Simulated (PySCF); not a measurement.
## Spinor energies of Nb(31+) (niobium, charge +31)

Start: [Ne]. Calculated with PySCF 2.14 in an uncontracted even-tempered set (17 s from 12 bohr⁻², ratio 2.4; 12 p from 15 bohr⁻², ratio 2.4; 5 d from 61 bohr⁻², ratio 2.6; 4 f from 92 bohr⁻², ratio 2.6): generalised Hartree-Fock with the X2C-1e Hamiltonian and a Gaussian nucleus; one run each with spin-orbit coupling (SO) switched off, then screened by Boettger's factors.

| spinor shell | electrons | ε, spin-free (eV) | ε, screened SO (eV) | weight of nominal j (screened SO) | rms radius, screened SO (bohr) |
| --- | --- | --- | --- | --- | --- |
| 1s1/2 | 2 | -20790.4 | -20789.8 | 1.000 | 0.0414 |
| 2s1/2 | 2 | -4334.4 | -4334.2 | 1.000 | 0.167 |
| 2p1/2 | 2 | -4052.4 | -4121.2 | 1.000 | 0.145 |

**Question.** Where does 2p3/2 lie, and what is the 2p spin-orbit splitting (screened SO)?

**Answer.** At -4020.2 eV, 101.01 eV above 2p1/2.

| quantity | spin-free | screened SO |
| --- | --- | --- |
| E (hartree) | -3076.83220 | -3077.18167 |
| M_J | 0 | 0 |
| ⟨J²⟩ | 0.000 | 0.000 |
| ⟨L²⟩ | 0.000 | 0.003 |
| ⟨S²⟩ | 0.000 | 0.003 |

Breit and QED terms are absent; they matter most for the inner s and p1/2 levels.

Densities and radii are taken from the X2C orbitals without a picture-change correction, which distorts them close to the nucleus.

Without spin-orbit coupling the j labels of p, d and f shells carry no meaning; the spin-free column gives the mean over the occupied spinors of each nl shell.
